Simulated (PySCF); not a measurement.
CF2I (SMILES F[C](F)I), doublet, geometry from GFN2-xTB (core potentials on I), with bond 1-2 at 3.0 times its length; PBE/def2-SVP in PySCF.

The PySCF input:
```python
from pyscf import gto, scf, dft

mol = gto.M(
    atom='''
F    -3.27909421   -3.18687129   -0.85785783
C    -1.27115926    0.02973402    0.32225778
F    -1.89743270    1.11662875   -0.10056321
I     0.79562430   -0.01595949   -0.00732926
''',
    basis='def2-svp',
    ecp={'I': 'def2-svp'},
    spin=1,
    verbose=4,
)

mf = dft.UKS(mol)
mf.xc = 'pbe'
mf.kernel()
mo_i, mo_e, stable_i, stable_e = mf.stability(internal=True, external=False, return_status=True, nroots=6, tol=1e-6)
print('internally stable:', stable_i, ' externally stable:', stable_e)
if not stable_i:
    umf = mf.copy()
    umf.scf_summary = {}
    umf.kernel(umf.make_rdm1(mo_i, mf.mo_occ))
```

The log (banner, timings and long lists left out):

```
PySCF version 2.14.0

[INPUT] verbose = 4
[INPUT] num. atoms = 4
[INPUT] num. electrons = 49
[INPUT] charge = 0
[INPUT] spin (= nelec alpha-beta = 2S) = 1
[INPUT] symmetry False subgroup None
[INPUT] Mole.unit = angstrom
[INPUT] Symbol           X                Y                Z      unit          X                Y                Z       unit  Magmom
[INPUT]  1 F     -3.279094210000  -3.186871290000  -0.857857830000 AA   -6.196589993547  -6.022313932339  -1.621116352514 Bohr   0.0
[INPUT]  2 C     -1.271159260000   0.029734020000   0.322257780000 AA   -2.402142862105   0.056189154382   0.608978945710 Bohr   0.0
[INPUT]  3 F     -1.897432700000   1.116628750000  -0.100563210000 AA   -3.585628142794   2.110122520315  -0.190036925107 Bohr   0.0
[INPUT]  4 I      0.795624300000  -0.015959490000  -0.007329260000 AA    1.503512025049  -0.030159065188  -0.013850294096 Bohr   0.0

nuclear repulsion = 139.540340718567
number of shells = 28
number of NR pGTOs = 133
number of NR cGTOs = 68
basis = def2-svp
ecp = {'I': 'def2-svp'}

******** <class 'pyscf.dft.uks.UKS'> ********
method = UKS
initial guess = minao
damping factor = 0
level_shift factor = 0
DIIS = <class 'pyscf.scf.diis.CDIIS'>
diis_start_cycle = 1
diis_space = 8
diis_damp = 0
SCF conv_tol = 1e-09
SCF conv_tol_grad = None
SCF max_cycles = 50
direct_scf = True
direct_scf_tol = 1e-13
number electrons alpha = 25  beta = 24
XC library pyscf.dft.libxc version 7.1.2
    S. Lehtola, C. Steigemann, M. J. T. Oliveira, and M. A. L. Marques,  SoftwareX 7, 1–5 (2018)
XC functionals = pbe
    J. P. Perdew, K. Burke, and M. Ernzerhof,  Phys. Rev. Lett. 77, 3865 (1996)
    J. P. Perdew, K. Burke, and M. Ernzerhof,  Phys. Rev. Lett. 78, 1396 (1997)
    J. P. Perdew, K. Burke, and M. Ernzerhof,  Phys. Rev. Lett. 77, 3865 (1996)
    J. P. Perdew, K. Burke, and M. Ernzerhof,  Phys. Rev. Lett. 78, 1396 (1997)
radial grids:
    Treutler-Ahlrichs [JCP 102, 346 (1995); DOI:10.1063/1.469408] (M4) radial grids

becke partition: Becke, JCP 88, 2547 (1988); DOI:10.1063/1.454033
pruning grids: <function nwchem_prune>
grids dens level: 3
symmetrized grids: False
atomic radii adjust function: <function treutler_atomic_radii_adjust>
small_rho_cutoff = 0
Set gradient conv threshold to 3.16228e-05
tot grids = 64600
init E= -504.116719410491

cycle= 1 E= -529.579927364855  delta_E= -25.5  |g|= 2.81  |ddm|= 6.41
cycle= 2 E= -498.79011508816  delta_E= 30.8  |g|= 3.36  |ddm|= 10.4

cycle= 3 E= -506.658339528248  delta_E= -7.87  |g|= 2.46  |ddm|= 14.6
cycle= 4 E= -532.539159829881  delta_E= -25.9  |g|= 2.07  |ddm|= 11.2
cycle= 5 E= -534.069380562644  delta_E= -1.53  |g|= 1.17  |ddm|= 2.39
cycle= 6 E= -533.888680586823  delta_E= 0.181  |g|= 1.12  |ddm|= 1.81
cycle= 7 E= -534.708635350912  delta_E= -0.82  |g|= 0.434  |ddm|= 1.74
cycle= 8 E= -534.499240088819  delta_E= 0.209  |g|= 0.653  |ddm|= 1.43
cycle= 9 E= -525.795642024286  delta_E=  8.7  |g|= 1.96  |ddm|= 3.65
cycle= 10 E= -525.806849105195  delta_E= -0.0112  |g|= 1.96  |ddm|= 0.0137
cycle= 11 E= -525.816131738799  delta_E= -0.00928  |g|= 1.95  |ddm|= 0.00906
cycle= 12 E= -525.850951702868  delta_E= -0.0348  |g|= 1.94  |ddm|= 0.0402
cycle= 13 E= -532.014700934473  delta_E= -6.16  |g|=  1.4  |ddm|= 3.11
cycle= 14 E= -534.519654811456  delta_E= -2.5  |g|= 0.579  |ddm|= 2.01
cycle= 15 E= -534.788344177609  delta_E= -0.269  |g|= 0.214  |ddm|= 1.21
cycle= 16 E= -534.730040924322  delta_E= 0.0583  |g|= 0.336  |ddm|= 0.76
cycle= 17 E= -534.807600585133  delta_E= -0.0776  |g|= 0.14  |ddm|= 0.591
cycle= 18 E= -534.810355271349  delta_E= -0.00275  |g|= 0.113  |ddm|= 0.0587
cycle= 19 E= -534.814381895753  delta_E= -0.00403  |g|= 0.0887  |ddm|= 0.129
cycle= 20 E= -534.541925667383  delta_E= 0.272  |g|= 0.525  |ddm|=  1.2
cycle= 21 E= -534.5441361552  delta_E= -0.00221  |g|= 0.522  |ddm|= 0.0199
cycle= 22 E= -534.535745961503  delta_E= 0.00839  |g|= 0.536  |ddm|= 0.046
cycle= 23 E= -534.533740942785  delta_E= 0.00201  |g|= 0.539  |ddm|= 0.0119
cycle= 24 E= -534.533467313022  delta_E= 0.000274  |g|= 0.54  |ddm|= 0.00919
cycle= 25 E= -534.536058546206  delta_E= -0.00259  |g|= 0.536  |ddm|= 0.0191
cycle= 26 E= -534.54725037264  delta_E= -0.0112  |g|= 0.523  |ddm|= 0.0853
cycle= 27 E= -534.541695802247  delta_E= 0.00555  |g|= 0.527  |ddm|= 0.0522
cycle= 28 E= -520.571212294247  delta_E=   14  |g|= 2.35  |ddm|= 4.19
cycle= 29 E= -527.365470169674  delta_E= -6.79  |g|= 2.57  |ddm|= 2.65
cycle= 30 E= -532.035009255844  delta_E= -4.67  |g|= 1.44  |ddm|= 2.59
cycle= 31 E= -534.787153235237  delta_E= -2.75  |g|= 0.236  |ddm|= 1.64
cycle= 32 E= -534.79798600592  delta_E= -0.0108  |g|= 0.189  |ddm|= 0.303
cycle= 33 E= -534.805925861314  delta_E= -0.00794  |g|= 0.15  |ddm|= 0.106
cycle= 34 E= -534.807236036209  delta_E= -0.00131  |g|= 0.138  |ddm|= 0.0819
cycle= 35 E= -534.811312822565  delta_E= -0.00408  |g|= 0.104  |ddm|= 0.102

cycle= 36 E= -534.511352634154  delta_E=  0.3  |g|= 0.591  |ddm|= 1.23
cycle= 37 E= -534.531760484683  delta_E= -0.0204  |g|= 0.544  |ddm|= 0.0607
cycle= 38 E= -534.536822338893  delta_E= -0.00506  |g|= 0.533  |ddm|= 0.0215
cycle= 39 E= -534.527995483367  delta_E= 0.00883  |g|= 0.552  |ddm|= 0.033
cycle= 40 E= -534.519434188112  delta_E= 0.00856  |g|= 0.573  |ddm|= 0.0322

cycle= 41 E= -534.501176136541  delta_E= 0.0183  |g|= 0.611  |ddm|= 0.0597
cycle= 42 E= -534.531659765068  delta_E= -0.0305  |g|= 0.543  |ddm|= 0.0857
cycle= 43 E= -534.585271636497  delta_E= -0.0536  |g|= 0.502  |ddm|= 0.278
cycle= 44 E= -520.915672468162  delta_E= 13.7  |g|= 2.21  |ddm|=  4.3
cycle= 45 E= -520.935886589878  delta_E= -0.0202  |g|=  2.2  |ddm|= 0.0657
cycle= 46 E= -520.951692580965  delta_E= -0.0158  |g|= 2.19  |ddm|= 0.12
cycle= 47 E= -520.952172318239  delta_E= -0.00048  |g|= 2.19  |ddm|= 0.0604
cycle= 48 E= -521.076759697864  delta_E= -0.125  |g|= 2.15  |ddm|= 0.206
cycle= 49 E= -520.981192625522  delta_E= 0.0956  |g|= 2.18  |ddm|= 0.196
cycle= 50 E= -534.485446294353  delta_E= -13.5  |g|= 0.645  |ddm|= 4.39
SCF not converged.
SCF energy = -534.485446294353 after 50 cycles  <S^2> = 0.75557037  2S+1 = 2.0055626
uhf_internal: lowest eigs of H = [-1.46994447 -1.46893608 -1.4662281  -1.33340806 -1.33176153 -1.32857582]
<class 'pyscf.dft.uks.UKS'> wavefunction has an internal instability
internally stable: False  externally stable: None

******** <class 'pyscf.dft.uks.UKS'> ********
method = UKS
initial guess = minao
damping factor = 0
level_shift factor = 0
DIIS = <class 'pyscf.scf.diis.CDIIS'>
diis_start_cycle = 1
diis_space = 8
diis_damp = 0
SCF conv_tol = 1e-09
SCF conv_tol_grad = None
SCF max_cycles = 50
direct_scf = True
direct_scf_tol = 1e-13
number electrons alpha = 25  beta = 24
XC library pyscf.dft.libxc version 7.1.2
    S. Lehtola, C. Steigemann, M. J. T. Oliveira, and M. A. L. Marques,  SoftwareX 7, 1–5 (2018)
XC functionals = pbe
    J. P. Perdew, K. Burke, and M. Ernzerhof,  Phys. Rev. Lett. 77, 3865 (1996)
    J. P. Perdew, K. Burke, and M. Ernzerhof,  Phys. Rev. Lett. 78, 1396 (1997)
    J. P. Perdew, K. Burke, and M. Ernzerhof,  Phys. Rev. Lett. 77, 3865 (1996)
    J. P. Perdew, K. Burke, and M. Ernzerhof,  Phys. Rev. Lett. 78, 1396 (1997)
radial grids:
    Treutler-Ahlrichs [JCP 102, 346 (1995); DOI:10.1063/1.469408] (M4) radial grids

becke partition: Becke, JCP 88, 2547 (1988); DOI:10.1063/1.454033
pruning grids: <function nwchem_prune>
grids dens level: 3
symmetrized grids: False
atomic radii adjust function: <function treutler_atomic_radii_adjust>
small_rho_cutoff = 0
Set gradient conv threshold to 3.16228e-05
init E= -534.785282915042

cycle= 1 E= -533.013049714133  delta_E= 1.77  |g|= 1.47  |ddm|= 1.78
cycle= 2 E= -529.684407423332  delta_E= 3.33  |g|= 2.56  |ddm|= 5.71

cycle= 3 E= -534.033812399683  delta_E= -4.35  |g|= 1.06  |ddm|= 5.31
cycle= 4 E= -533.931874059707  delta_E= 0.102  |g|= 1.02  |ddm|= 2.11
cycle= 5 E= -534.766869216008  delta_E= -0.835  |g|= 0.29  |ddm|=  1.8
cycle= 6 E= -534.79863261418  delta_E= -0.0318  |g|= 0.205  |ddm|= 0.387
cycle= 7 E= -534.801368778208  delta_E= -0.00274  |g|= 0.166  |ddm|= 0.251
cycle= 8 E= -534.535070589613  delta_E= 0.266  |g|= 0.536  |ddm|= 1.21
cycle= 9 E= -534.809890868145  delta_E= -0.275  |g|= 0.113  |ddm|= 1.22
cycle= 10 E= -534.542802007514  delta_E= 0.267  |g|= 0.522  |ddm|= 1.22
cycle= 11 E= -534.540714697714  delta_E= 0.00209  |g|= 0.525  |ddm|= 0.0204
cycle= 12 E= -534.538409097849  delta_E= 0.00231  |g|= 0.528  |ddm|= 0.0223
cycle= 13 E= -534.538117910231  delta_E= 0.000291  |g|= 0.53  |ddm|= 0.0153
cycle= 14 E= -534.541043277926  delta_E= -0.00293  |g|= 0.524  |ddm|= 0.0139
cycle= 15 E= -534.539252183193  delta_E= 0.00179  |g|= 0.528  |ddm|= 0.0107
cycle= 16 E= -534.53805098861  delta_E= 0.0012  |g|= 0.529  |ddm|= 0.0114
cycle= 17 E= -534.538043310559  delta_E= 7.68e-06  |g|= 0.529  |ddm|= 0.00568
cycle= 18 E= -520.651102779025  delta_E= 13.9  |g|= 2.33  |ddm|= 4.18
cycle= 19 E= -532.201641192084  delta_E= -11.6  |g|=  1.3  |ddm|= 3.62
cycle= 20 E= -534.796984137798  delta_E= -2.6  |g|= 0.19  |ddm|= 1.59
cycle= 21 E= -534.798755409146  delta_E= -0.00177  |g|= 0.177  |ddm|= 0.302
cycle= 22 E= -534.808055687981  delta_E= -0.0093  |g|= 0.133  |ddm|= 0.206
cycle= 23 E= -534.809626243542  delta_E= -0.00157  |g|= 0.116  |ddm|= 0.0707
cycle= 24 E= -534.811185885355  delta_E= -0.00156  |g|= 0.101  |ddm|= 0.043
cycle= 25 E= -534.53234176218  delta_E= 0.279  |g|= 0.544  |ddm|= 1.23
cycle= 26 E= -534.531859126288  delta_E= 0.000483  |g|= 0.544  |ddm|= 0.00564
cycle= 27 E= -534.526868852743  delta_E= 0.00499  |g|= 0.554  |ddm|= 0.0273
cycle= 28 E= -534.518150824138  delta_E= 0.00872  |g|= 0.574  |ddm|= 0.0223
cycle= 29 E= -534.517285433345  delta_E= 0.000865  |g|= 0.576  |ddm|= 0.00276
cycle= 30 E= -534.535858093275  delta_E= -0.0186  |g|= 0.535  |ddm|= 0.0633
cycle= 31 E= -534.534084266313  delta_E= 0.00177  |g|= 0.539  |ddm|= 0.0136
cycle= 32 E= -534.537931324469  delta_E= -0.00385  |g|= 0.53  |ddm|= 0.0168
cycle= 33 E= -520.864934505658  delta_E= 13.7  |g|= 2.23  |ddm|= 4.26
cycle= 34 E= -521.009983095516  delta_E= -0.145  |g|= 2.17  |ddm|= 0.248
cycle= 35 E= -521.144482081806  delta_E= -0.134  |g|= 2.11  |ddm|= 0.219
cycle= 36 E= -525.853275738917  delta_E= -4.71  |g|= 1.95  |ddm|= 2.51
cycle= 37 E= -525.864567425784  delta_E= -0.0113  |g|= 1.94  |ddm|= 0.0778
cycle= 38 E= -534.670487341685  delta_E= -8.81  |g|= 0.472  |ddm|= 3.56
cycle= 39 E= -534.787658763035  delta_E= -0.117  |g|= 0.211  |ddm|= 0.794
cycle= 40 E= -534.80650347466  delta_E= -0.0188  |g|= 0.148  |ddm|= 0.366
cycle= 41 E= -534.551995401155  delta_E= 0.255  |g|= 0.547  |ddm|= 1.18
cycle= 42 E= -534.811191988053  delta_E= -0.259  |g|= 0.117  |ddm|= 1.18
cycle= 43 E= -534.814484528351  delta_E= -0.00329  |g|= 0.0984  |ddm|= 0.0787
cycle= 44 E= -534.610423111678  delta_E= 0.204  |g|= 0.485  |ddm|= 1.08
cycle= 45 E= -534.553830254367  delta_E= 0.0566  |g|= 0.523  |ddm|= 0.208
cycle= 46 E= -534.543501534347  delta_E= 0.0103  |g|= 0.533  |ddm|= 0.0483
cycle= 47 E= -534.540328064973  delta_E= 0.00317  |g|= 0.534  |ddm|= 0.0199
cycle= 48 E= -534.535560979334  delta_E= 0.00477  |g|= 0.541  |ddm|= 0.0622
cycle= 49 E= -534.537259493689  delta_E= -0.0017  |g|= 0.538  |ddm|= 0.0266
cycle= 50 E= -534.551873961852  delta_E= -0.0146  |g|= 0.522  |ddm|= 0.0789
SCF not converged.
SCF energy = -534.551873961852 after 50 cycles  <S^2> = 0.75309263  2S+1 = 2.0030902
```

The run did not converge; its last values are not results.
